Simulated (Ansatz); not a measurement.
Ansatz (a first-principles code) input (wB97X-V/def2-TZVP):

Ansatz 0.2 input:
```yaml
crystal:
  periodic: [false, false, false]
  atoms:
    - {symbol: In, position_ang: [-0.00000000, -0.00000000, -0.61884241]}
    - {symbol: Cl, position_ang: [0.00000000, 0.00000000, 1.78372224]}
basis:
  gaussian:
    orbitals: def2-TZVP
hamiltonian:
  xc: {name: wB97X-V}
magnetization: {spin_polarized: true, initial_magnetization: 2}
relax: {f_tol: 0.003, max_steps: 100}
```

End of the output:

```
the calculation of the forces begins
reference -17692.98363812 eV, -650.2051559658 hartree; 20, 18 occupied and 67, 69 virtual orbitals, 715 factors
relax step   3: F+E_penalty+E_count = -17692.98363676 eV  Δ(F+E_penalty+E_count) = -1.146e-4 eV  max|allowed force component| = 1.462e-3 eV/Å  Δτ_max = 0.0023 Å  (42 SCF iters, accepted)
integrals: 0.04 GiB planned
715 factors; their error is unknown
integrals: 0.07 GiB planned
169 factors; integrals over basis functions are off by at most 1.4e-5 eV
mean field: 0.47 GiB planned
mean field -17692.98363676 eV, -650.2051559158 hartree, gradient 1.2e-5 eV, S^2 2.006135; 1 other end points of the search recorded, 0 dependent functions left out
the calculation of the forces begins
reference -17692.98363812 eV, -650.2051559658 hartree; 20, 18 occupied and 67, 69 virtual orbitals, 715 factors
Total energy: -17692.98363812 eV, -650.2051559658 hartree
Atom 0 at    -0.000000    -0.000000    -0.589927 Å, force     0.000000    -0.000000     0.001462 eV/Å
Atom 1 at     0.000000     0.000000     1.754807 Å, force     0.000000    -0.000000    -0.001462 eV/Å
Dipole moment:    -0.000000    -0.000000    -0.500642 e Å
```

This is an excited triplet: at this geometry the singlet lies 3.24 eV lower at CCSD(T)/CBS(def2-TZVPPD,def2-QZVPPD).
